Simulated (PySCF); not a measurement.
Ga(H)(NH2)2 (GaH5N2), SMILES [GaH]([NH2])[NH2]. Atoms are numbered in the order given.

```xyz
8

Ga     0.0000     0.0000    -0.3350
H      0.0000     0.0000    -1.8921
N      0.0000     1.5534     0.6172
H      0.0000     2.4717     0.1890
H      0.0000     1.6126     1.6292
N      0.0000    -1.5534     0.6172
H      0.0000    -1.6126     1.6292
H      0.0000    -2.4717     0.1890
```

Geometry optimised at B3LYP-D3(BJ)/def2-SVP. One conformer was computed; it need not be the lowest.

Computed with B3LYP-D3(BJ)/def2-SVP (PySCF).

Frequencies are harmonic and unscaled.

```csv
mode,ν (cm⁻¹),IR (km/mol),moving atoms (share of kinetic energy)
1,99,0.0,"H 79 %, N 21 %"
2,158,383.7,"H 71 %, N 26 %"
3,177,1.7,"N 52 %, H 30 %, Ga 18 %"
4,307,0.0,H 100 %
5,358,5.4,H 93 %
6,534,6.2,H 97 %
7,534,29.4,H 96 %
8,687,11.2,"N 77 %, H 15 %, Ga 9 %"
9,718,140.7,"N 51 %, H 25 %, Ga 24 %"
10,733,18.5,"H 74 %, N 25 %"
11,749,96.5,"H 74 %, N 22 %"
12,1513,36.8,"H 89 %, N 11 %"
13,1525,6.7,"H 90 %, N 10 %"
14,2003,128.6,H 99 %
15,3585,28.6,H 96 %
16,3585,5.5,H 96 %
17,3686,26.2,"H 91 %, N 9 %"
18,3687,14.4,"H 91 %, N 9 %"
```
